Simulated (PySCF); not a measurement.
# Correlation energy of As⁺ (arsenic, charge +1)

[Ar] 3d10 4s2 4p2, high-spin 3P determinant. All numbers are calculated (PySCF 2.14, no relativity, point nucleus, in dyall-av2z (16s12p8d, 92 functions)). Frozen: [Ar] 3d10; 4 electrons correlated; the 34 highest virtual orbitals of each spin left out.

MP2 pair energies summed by pair of shells (mhartree):

| pair | energy | share (%) |
| --- | --- | --- |
| 4s-4p | -27.91 | 59.8 |
| 4s-4s | -14.06 | 30.1 |
| 4p-4p | -4.68 | 10.0 |

Total MP2 correlation energy: -46.64 mhartree.

Same-spin part -7.75 and opposite-spin part -38.90 mhartree; SCS-MP2 scales them by 1/3 and 6/5 to -49.26 mhartree.
